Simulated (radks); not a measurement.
Values are calculated unless marked as measured or tabulated.
Effect of the nuclear size on the cerium ion Ce+, [Xe] 4f1 5d2. Level of theory: Dirac Kohn-Sham, BLYP, spin-unpolarised, spherical densities, finite nucleus; open shells are shared between the two j in proportion to 2j + 1; Fermi nuclear charge, rms radius 4.8771 fm (a radial shooting solver on a logarithmic mesh with Libxc functionals). The rms radius is varied about that value; shifts are against it.

rms radius (fm),total energy shift (eV),density at nucleus (e/bohr^3),1s1/2 shift (meV),2s1/2 shift (meV),5s1/2 shift (meV),6s1/2 (empty) shift (meV)
4.3211,-2.25,3.928e+05,-934,-114,-0.921,-0.118
4.5747,-1.25,3.882e+05,-519,-63.5,-0.512,-0.065
4.8771,0,3.831e+05,0.000,0.000,0.000,0.000
5.1258,1.08,3.791e+05,447,54.6,0.441,0.056
5.4477,2.53,3.743e+05,1050,129,1.04,0.133

Slopes of the eigenvalues against <r^2> in GHz/fm^2, as finite differences over the two radii next to the reference (eigenvalue slopes, not the field-shift constants of lines): 1s1/2 43700, 2s1/2 5340, 5s1/2 43.1, 6s1/2 (empty) 5.51.
